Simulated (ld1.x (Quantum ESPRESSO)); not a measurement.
u(r) = r·R(r): atom against pseudo-atom (As)

Columns: radius, all-electron u(r) and pseudo u(r) of the 4p shell (level -9.09 eV) of arsenic in the configuration [Ar] 3d10 4s2 4p2.5; PBE, scalar-relativistic, TM scheme, ld1.x (Quantum ESPRESSO) 7.5.

```json
{"r (bohr)": "0.103", "all-electron": "0.1789", "pseudo": "0.0040"}
{"r (bohr)": "0.205", "all-electron": "0.0258", "pseudo": "0.0158"}
{"r (bohr)": "0.308", "all-electron": "-0.1885", "pseudo": "0.0356"}
{"r (bohr)": "0.410", "all-electron": "-0.2893", "pseudo": "0.0628"}
{"r (bohr)": "0.513", "all-electron": "-0.2768", "pseudo": "0.0977"}
{"r (bohr)": "0.615", "all-electron": "-0.1928", "pseudo": "0.1395"}
{"r (bohr)": "0.718", "all-electron": "-0.0735", "pseudo": "0.1882"}
{"r (bohr)": "0.820", "all-electron": "0.0545", "pseudo": "0.2423"}
{"r (bohr)": "0.923", "all-electron": "0.1794", "pseudo": "0.3015"}
{"r (bohr)": "1.025", "all-electron": "0.2916", "pseudo": "0.3629"}
{"r (bohr)": "1.128", "all-electron": "0.3899", "pseudo": "0.4256"}
{"r (bohr)": "1.230", "all-electron": "0.4717", "pseudo": "0.4858"}
{"r (bohr)": "1.332", "all-electron": "0.5385", "pseudo": "0.5413"}
{"r (bohr)": "1.435", "all-electron": "0.5918", "pseudo": "0.5903"}
{"r (bohr)": "1.538", "all-electron": "0.6324", "pseudo": "0.6302"}
{"r (bohr)": "1.640", "all-electron": "0.6612", "pseudo": "0.6598"}
{"r (bohr)": "1.743", "all-electron": "0.6804", "pseudo": "0.6798"}
{"r (bohr)": "1.845", "all-electron": "0.6908", "pseudo": "0.6906"}
{"r (bohr)": "1.948", "all-electron": "0.6938", "pseudo": "0.6938"}
{"r (bohr)": "2.050", "all-electron": "0.6907", "pseudo": "0.6907"}
{"r (bohr)": "2.153", "all-electron": "0.6823", "pseudo": "0.6823"}
{"r (bohr)": "2.255", "all-electron": "0.6697", "pseudo": "0.6697"}
{"r (bohr)": "2.358", "all-electron": "0.6536", "pseudo": "0.6536"}
{"r (bohr)": "2.460", "all-electron": "0.6351", "pseudo": "0.6351"}
{"r (bohr)": "2.562", "all-electron": "0.6145", "pseudo": "0.6145"}
{"r (bohr)": "2.665", "all-electron": "0.5921", "pseudo": "0.5921"}
```

**Question.** How many radial nodes do the two functions have?

**Answer.** The all-electron 4p function has n − l − 1 = 2; the pseudo-wave has 0, since the states of the same l below it are removed with the core.

**Question.** At about which radius was the pseudo-wave matched?

**Answer.** 2.05 bohr. The columns agree to 0.0005 from 1.84 bohr on; several derivatives are matched, so the curves merge somewhat inside the radius.

**Question.** Where does each function peak?

**Answer.** Outermost all-electron maximum near 1.95 bohr, pseudo maximum near 1.95 bohr (to the table’s step).

**Question.** Is the pseudo-wave norm-conserving?

**Answer.** Yes: the TM scheme keeps the norm inside the radius equal to the all-electron one, which fixes the energy derivative of the logarithmic derivative at the level.
